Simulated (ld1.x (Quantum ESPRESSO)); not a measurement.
**PBE RRKJ dataset for phosphorus (P), non-relativistic all-electron reference.**

ld1.x (Quantum ESPRESSO) 7.5 input, shortened:

```
&input
   title='P', zed=15., rel=0, dft='PBE', iswitch=3,
   config='[Ne] 3s2 3p2.5'
 /
 &inputp
   pseudotype=2, tm=.false., rho0=0.001, lloc=0,
   nlcc=.false.
 /
2
3P  2  1   2.50   0.00  1.70  1.70  0.0
3S  1  0   2.00   0.00  1.30  1.30  0.0
 &test
   configts(1)='3s2 3p2.5'
 /
```

Task: Does the generator finish with these settings?

Result: Yes, a potential is produced and its reference levels are reproduced.

Task: Estimate the cutoffs (Ry, on a coarse ladder) from which the occupation-weighted sum of valence levels, in a spherical-Bessel basis at the reference potential, stays within 10 and 1 mRy of its value at 400 Ry.

Result: 40 Ry and 80 Ry.

Task: Does the potential have ghost states?

Result: No extra level below or beside the all-electron valence levels (p, s, d, f tested).

Task: Which valence shell sets the plane-wave cutoff?

Result: 3s: its level needs 55 Ry to come within 1 mRy, against 35 Ry for 3p.

Task: Tests: 3s2 3p3; 3s2 3p2; 3s2 3p1; 3s1 3p3; 3s2 3p3.3; 3s0 3p5; 3s1 3p0. Which has the largest error in its energy relative to the reference configuration, and how large is it?

Result: 3s1 3p0, with +249 meV (all-electron minus pseudo) on +106.75 eV.
